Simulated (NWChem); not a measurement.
Species: C₂H₇FOSi; SMILES OC[Si@@H](F)C

```xyz
12

C     -0.9771     1.8728    -0.1365
Si     0.0800     0.4180     0.3590
F      1.5949     0.6889    -0.1874
C     -0.5668    -1.1703    -0.4211
O      0.1300    -2.2692     0.1118
H     -1.9956     1.7794     0.2728
H     -0.5464     2.8121     0.2431
H     -1.0539     1.9554    -1.2321
H      0.1696     0.2693     1.8385
H     -0.4532    -1.0785    -1.5223
H     -1.6614    -1.2215    -0.2309
H     -0.1676    -3.0689    -0.3326
```
Atoms are numbered in this order, from 1.

All runs: NWChem. Pople sets run with spherical d functions. STO-3G and 3-21G are far too small for this property and stand as cheap habits. Structure relaxed at the PBE0/def2-SVP level. Not confirmed as a minimum by frequencies. Field at 589 nm.

Q: Among these, which level gives the lowest value of “isotropic polarisability (bohr³)”?
A) B3LYP/STO-3G
B) B3LYP/6-31G*
C) B3LYP/def2-SVP

A: A, B3LYP/STO-3G. Values: B3LYP/STO-3G 25.3; B3LYP/6-31G* 45.7; B3LYP/def2-SVP 47.8
